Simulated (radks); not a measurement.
Question: These are the eigenvalues of the occupied orbitals of an atom or ion with whole-number occupations (hartree). Calculated with a radial shooting solver on a logarithmic mesh with Libxc functionals: scalar-relativistic Kohn-Sham, TASK exchange with Perdew-Wang LDA correlation, spin-unpolarised, spherical densities, finite nucleus; meta-GGA in the generalised Kohn-Sham scheme; Fermi nuclear charge, rms radius of each element as measured or else 0.836 A^(1/3) + 0.57 fm.

| orbital | eigenvalue |
|---|---|
| 1s | -2183.924 |
| 2s | -371.5869 |
| 2p | -328.3491 |
| 3s | -85.76636 |
| 3p | -72.62675 |
| 3d | -56.34484 |
| 4s | -19.01235 |
| 4p | -14.65726 |
| 4d | -8.83255 |
| 5s | -4.10734 |
| 5p | -2.96553 |
| 4f | -2.38455 |
| 6s | -1.28935 |

Which element is it, and in what charge state? The configuration may be excited.

Answer: Z = 69, thulium, charge +4: Tm4+ in [Kr] 4d10 4f11 5s1 5p6 6s1. The list shows which subshells hold electrons but not how many an open one holds; the 1s level, -2183.9 hartree, gives Z - s = 66.1 by -(Z - s)^2/2, which with screening and relativity narrows Z to a few neighbours, and the depths of the outer levels then fix element, charge and occupations together.
